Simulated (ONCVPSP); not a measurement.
Reading a pseudo-wave (lithium)

Columns: radius, all-electron u(r) and pseudo u(r) of the 1s shell (level -51.85 eV) of lithium in the configuration 1s2 2s1; PBE, scalar-relativistic, ONCV scheme, ONCVPSP 4.0.1.

```csv
r (bohr),all-electron,pseudo
0.057,0.4465,0.2875
0.115,0.7584,0.5611
0.172,0.9596,0.7948
0.230,1.0853,0.9850
0.288,1.1522,1.1203
0.345,1.1765,1.1998
0.402,1.1713,1.2307
0.460,1.1445,1.2209
0.518,1.1028,1.1797
0.575,1.0522,1.1191
0.632,0.9957,1.0477
0.690,0.9350,0.9712
0.747,0.8741,0.8969
0.805,0.8125,0.8252
0.862,0.7533,0.7596
0.920,0.6953,0.6978
0.977,0.6408,0.6416
1.035,0.5884,0.5885
1.092,0.5399,0.5399
1.150,0.4937,0.4937
1.208,0.4508,0.4508
1.265,0.4116,0.4116
1.322,0.3754,0.3753
1.380,0.3413,0.3413
1.438,0.3100,0.3099
1.495,0.2816,0.2816
```

How many radial nodes do the two functions have?

The all-electron 1s function has n − l − 1 = 0; the pseudo-wave has 0.

At about which radius was the pseudo-wave matched?

1.15 bohr. The columns agree to 0.0005 from 1.03 bohr on; several derivatives are matched, so the curves merge somewhat inside the radius.

Where does each function peak?

Outermost all-electron maximum near 0.34 bohr, pseudo maximum near 0.40 bohr (to the table’s step).

Is the pseudo-wave norm-conserving?

Yes: the ONCV scheme keeps the norm inside the radius equal to the all-electron one, which fixes the energy derivative of the logarithmic derivative at the level.
